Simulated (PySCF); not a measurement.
Molecule: `COC(=S)CC(=O)O`, C4H6O3S.

Bonds (- single, = double, # triple, : aromatic): C1-O2, O2-C3, C3=S4, C3-C5, C5-C6, C6=O7, C6-O8. C1 carries H9, H10, H11; C5 carries H12, H13; O8 carries H14.

Frames of a GFN2-xTB Langevin trajectory at 600 K; GIAO PBE0/pcSseg-1 shieldings in PySCF 2.14.0 with density-fitted response routines, gas phase, non-relativistic; equivalent atoms averaged within each frame.

References, each an isolated molecule treated in the same way: 13C (186.93 ppm) and 1H (31.72 ppm) vs TMS; 17O (336.08 ppm) vs H2O; 33S (503.73 ppm) against CS2. The references are static minima.

**Question.** How do the shifts (ppm) fluctuate along the trajectory?

**Answer.** 
```
         time (fs)     C3     C6    C1    C5     O7     O2     O8   S4   H14  H9/H10/H11
               250  225.0  182.8  65.0  58.5  476.4  266.7  246.3  575  6.79        5.11
               425  249.8  165.3  59.6  59.7  471.0  317.8  200.3  586  8.88        3.14
               625  220.7  168.9  54.3  52.5  454.4  297.2  226.1  581  7.61        4.39
               800  234.8  169.7  59.5  55.6  487.1  309.3  215.5  593  7.55        4.56
              1000  238.3  182.6  66.5  53.9  473.7  324.8  234.8  539  7.28        5.21
    mean of frames  233.7  173.9  61.0  56.0  472.5  303.2  224.6  575  7.62        4.48
standard deviation   11.5    8.2   4.9   3.0   11.8   22.8   17.7   21  0.77        0.83
```

5 frames give an uncertainty of the mean of about the standard deviation over 2.2 at best, since frames this close in time may not be independent; classical motion lacks zero-point vibration, and the reference would need the same averaging.
